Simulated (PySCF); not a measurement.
Species: C6H6BCl.
Atom-mapped SMILES: `[BH2:1][c:2]1[cH:3][cH:4][c:5]([Cl:6])[cH:7][cH:8]1` (hydrogens: H9, H10 on B1; H11 on C3; H12 on C4; H13 on C7; H14 on C8)

All values: CAM-B3LYP/def2-SVPD (PySCF, non-relativistic), on one gas-phase PBE0-D3(BJ)/def2-SVP geometry that isn't relaxed in the solvent. The solvent is an IEF-PCM continuum (Bondi radii, 1.10 Å for H, scaled by 1.2), and excitations are vertical TDDFT with non-equilibrium linear response and a frozen core. Only the electrostatic response of the medium enters.

Gas-phase singlets (H = HOMO, L = LUMO):

```csv
state,E (eV),λ (nm),f,leading configurations
S1,4.823,257,0.018,"H-1→L 78%, H→L+1 20%"
S2,5.013,247,0.408,H→L 94%
S3,5.603,221,0.000,H-3→L 89%
S4,5.767,215,0.001,H-4→L 95%
S5,6.202,200,0.151,"H→L+1 73%, H-1→L 21%"
```

**Question.** What are the lowest 5 singlets in benzene (ε = 2.271)?

**Answer.** 
```
state  E (eV)  λ (nm)      f  leading configurations  change by rank (eV)
   S1   4.785     259  0.031    H-1→L 82%, H→L+1 16%               -0.038
   S2   4.888     254  0.548                 H→L 95%               -0.125
   S3   5.603     221  0.000               H-3→L 90%                0.000
   S4   5.752     216  0.001               H-4→L 95%               -0.015
   S5   6.130     202  0.223    H→L+1 78%, H-1→L 17%               -0.072
```

**Question.** How does the list change in tetrahydrofuran (ε = 7.426)?

**Answer.** 
| state | E (eV) | λ (nm) | f | leading configurations | change by rank (eV) |
| --- | --- | --- | --- | --- | --- |
| S1 | 4.775 | 260 | 0.031 | H-1→L 82%, H→L+1 15% | -0.048 |
| S2 | 4.909 | 253 | 0.529 | H→L 95% | -0.104 |
| S3 | 5.617 | 221 | 0.000 | H-3→L 90% | +0.014 |
| S4 | 5.748 | 216 | 0.001 | H-4→L 95% | -0.019 |
| S5 | 6.159 | 201 | 0.204 | H→L+1 78%, H-1→L 17% | -0.043 |

**Question.** The ground-state energy changes by -0.082 eV from gas to tetrahydrofuran. By how much does the total energy of gas-phase S1 change?

**Answer.** E(S1) = E(S0) + excitation energy, so it changes by -0.082 − 0.048 = -0.130 eV: it is lowered more than the ground state, which is what a red shift means. This is the vertical state, with the slow part of the continuum still set for S0.

**Question.** How do the frontier levels move from gas to tetrahydrofuran?

**Answer.** 
| orbital | gas (eV) | solvent (eV) | change (eV) | Löwdin shares, gas | Löwdin shares, solvent |
| --- | --- | --- | --- | --- | --- |
| LUMO+2 | 1.10 | 1.23 | +0.13 | B1 36 %, Cl6 13 %, C8 6 %, C3 6 % | B1 44 %, Cl6 11 %, C8 5 %, C3 5 % |
| LUMO+1 | 0.27 | 0.41 | +0.14 | C3 18 %, C8 18 %, C7 18 %, C4 18 % | C3 18 %, C8 18 %, C7 18 %, C4 18 % |
| LUMO | -1.22 | -1.14 | +0.08 | B1 32 %, C2 14 %, C5 13 %, C8 9 % | B1 32 %, C2 14 %, C5 13 %, C8 9 % |
| HOMO | -8.74 | -8.67 | +0.07 | Cl6 23 %, C2 20 %, C5 18 %, C4 8 % | Cl6 22 %, C2 20 %, C5 18 %, C4 8 % |
| HOMO-1 | -9.15 | -9.01 | +0.14 | C7 21 %, C4 21 %, C3 20 %, C8 20 % | C7 21 %, C4 21 %, C3 20 %, C8 20 % |
| HOMO-2 | -10.64 | -10.62 | +0.02 | Cl6 75 %, C5 9 % | Cl6 73 %, C5 9 % |
| HOMO-3 | -10.83 | -10.78 | +0.05 | B1 38 %, H10 20 %, H9 20 %, C2 8 % | B1 37 %, H10 19 %, H9 19 %, C2 9 % |

The HOMO–LUMO gap goes from 7.52 to 7.53 eV.
